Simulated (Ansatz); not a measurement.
Consider the ligand exchange at a Ge–O bond: `[F][GeH]([Cl])[O][SiH3]` + CH₃NH₂ → `C[NH][GeH]([F])[Cl]` + `O[SiH3]`.

Program: Ansatz. Geometries: PBE0-D4/def2-TZVP. ΔE: electronic, gas phase. CCSD(T)/CBS is the MP2 limit (def2-TZVPP, def2-QZVPP) plus CCSD(T) − MP2 in def2-TZVPP, frozen cores. DFT in def2-TZVPP. B3LYP here is the variant with VWN-RPA as its local correlation; programs differ in this. HSE06 is defined as in plane-wave codes. For Ge outer-core shells are correlated without core-valence functions, which leaves a few kJ/mol of doubt a bond. Scalar relativity is left out up to krypton. One conformer a species, not always the lowest.

```csv
level,ΔE (kcal/mol),difference from CCSD(T)/CBS
LDA (SPW92),5.5,-2.3
PBE-D4,6.7,-1.1
revPBE-D4,6.6,-1.2
BLYP-D4,7.8,0.0
r2SCAN-D4,7.9,0.1
B97M-V,9.0,1.2
PBE0-D4,7.3,-0.5
B3LYP-D4,8.2,0.4
r2SCANh-D4,8.0,0.2
r2SCAN0-D4,8.1,0.3
HSE06-D4,7.3,-0.5
CAM-B3LYP-D4,8.5,0.7
ωB97X-V,8.3,0.5
ωB97M-V,8.0,0.2
B2PLYP,8.3,0.5
PBE-QIDH,7.8,0.0
PBE,6.7,-1.1
revPBE,6.9,-0.9
BLYP,7.8,0.0
r2SCAN,7.9,0.1
PBE0,7.2,-0.6
r2SCANh,8.0,0.2
r2SCAN0,8.0,0.2
HSE06,7.2,-0.6
BHLYP,9.0,1.2
CAM-B3LYP,8.4,0.6
LC-ωPBE,7.6,-0.2
RPA@PBE/def2-TZVPP,8.3,0.5
MP2/def2-SVP,9.4,1.6
CCSD(T)/def2-SVP,9.8,2.0
HF/def2-TZVPP,10.7,2.9
MP2/def2-TZVPP,7.7,-0.1
SCS-MP2/def2-TZVPP,8.5,0.7
CCSD/def2-TZVPP,8.5,0.7
CCSD(T)/def2-TZVPP,8.2,0.4
MP2/def2-QZVPP,7.6,-0.2
SCS-MP2/def2-QZVPP,8.4,0.6
HF/CBS(def2),11.2,3.4
MP2/CBS(def2),7.3,-0.5
CCSD/CBS(def2),8.0,0.2
CCSD(T)/CBS,7.8,0
```

Largest T1 diagnostic among the species: 0.012.

From BLYP to BHLYP (50 % exact exchange), in def2-TZVPP and without D4, ΔE moves by +1.2 kcal/mol. At CCSD(T), def2-SVP lies +2.0 kcal/mol from the extrapolated value and def2-TZVPP +0.4 kcal/mol.
